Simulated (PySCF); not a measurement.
C₇H₇NSi.
SMILES with atom numbers: `[CH:1]#[C:2][CH2:3][Si@@H:4]1[CH:5]=[C:6]([C:7]#[N:8])[CH2:9]1`

Geometry (GFN2-xTB, Å), atoms numbered from 1 in this order:
```
atom  x, y, z in Å
C1     3.6747   -0.4523   -0.4029
C2     2.7130   -0.1534    0.2438
C3     1.5432    0.2160    1.0021
Si4    0.2123    1.0028   -0.1168
C5    -1.4882    1.1978    0.6966
C6    -2.0703    0.2800   -0.0973
C7    -3.3957   -0.1754   -0.1000
N8    -4.4775   -0.5621   -0.1043
C9    -0.9831   -0.2131   -1.0261
H10    4.5284   -0.7222   -0.9484
H11    1.1465   -0.6707    1.5021
H12    1.8363    0.9266    1.7776
H13    0.7250    2.1229   -0.9040
H14   -1.9691    1.7662    1.4755
H15   -1.2014   -0.0033   -2.0716
H16   -0.8017   -1.2834   -0.9378
```

Definitions: NICS(0) = −σiso at the ring centroid; NICS(1) = −σiso and NICS(1)zz = −σzz at ±1 Å along the ring normal z. Level: GIAO PBE0/pcSseg-1 (PySCF, non-relativistic, gas phase) on the GFN2-xTB geometry, one conformer.

Ring bond lengths (Å), with Mayer bond orders in brackets: Si4–C5 1.895 (0.89), C5–C6 1.346 (1.71), C6–C9 1.512 (0.99), C9–Si4 1.932 (0.90).

**Question.** What do the NICS probes read (ppm)?

**Answer.** 
| ring | type | NICS(0) | NICS(1), two faces | NICS(1)zz, two faces | rms pucker (Å) | centre to ring atoms, mean (Å) |
| --- | --- | --- | --- | --- | --- | --- |
| Si4–C5–C6–C9 | 4-membered ring with Si; formal bonds 1 double, 3 single | 0.5 | -2.5 / -2.3 | 2.2 / 3.3 | 0.00 | 1.18 |

**Question.** What can be read from them?

**Answer.** 
- Si4–C5–C6–C9: mean NICS(1)zz 2.8 ppm, near zero. Si4, C9 have four or more neighbours; no verdict on aromaticity is drawn.

**Question.** At the second NICS(1) probe listed for ring Si4–C5–C6–C9, 1 Å off the ring, what do the in-plane components average?

**Answer.** The isotropic value is a third of the trace: (3 × -2.3 − (3.3))/2 = -5.1 ppm.

**Question.** How shielded are the nuclei of the rings and their hydrogens (means over atoms taken as equivalent)?

**Answer.** 
```json
{"atoms": "Si4", "environment": "SiH silicon", "σ isotropic (ppm)": "365.8", "principal values of the symmetric part, first atom (ppm)": "334.8, 370.2, 392.4"}
{"atoms": "C5", "environment": "alkene CH carbon", "σ isotropic (ppm)": "21.5", "principal values of the symmetric part, first atom (ppm)": "-89.8, 1.7, 152.7"}
{"atoms": "C6", "environment": "fully substituted alkene carbon", "σ isotropic (ppm)": "45.2", "principal values of the symmetric part, first atom (ppm)": "-70.5, 56.5, 149.6"}
{"atoms": "C9", "environment": "sp3 carbon bound to silicon", "σ isotropic (ppm)": "159.2", "principal values of the symmetric part, first atom (ppm)": "146.6, 149.2, 181.8"}
{"atoms": "H13", "environment": "Si–H hydrogen", "σ isotropic (ppm)": "26.58", "principal values of the symmetric part, first atom (ppm)": "23.3, 25.4, 31.1"}
{"atoms": "H14", "environment": "vinylic hydrogen", "σ isotropic (ppm)": "24.74", "principal values of the symmetric part, first atom (ppm)": "22.4, 25.2, 26.7"}
{"atoms": "H15", "environment": "methylene hydrogen", "σ isotropic (ppm)": "29.41", "principal values of the symmetric part, first atom (ppm)": "26.4, 27.6, 34.2"}
{"atoms": "H16", "environment": "methylene hydrogen", "σ isotropic (ppm)": "29.51", "principal values of the symmetric part, first atom (ppm)": "26.3, 28.5, 33.7"}
```
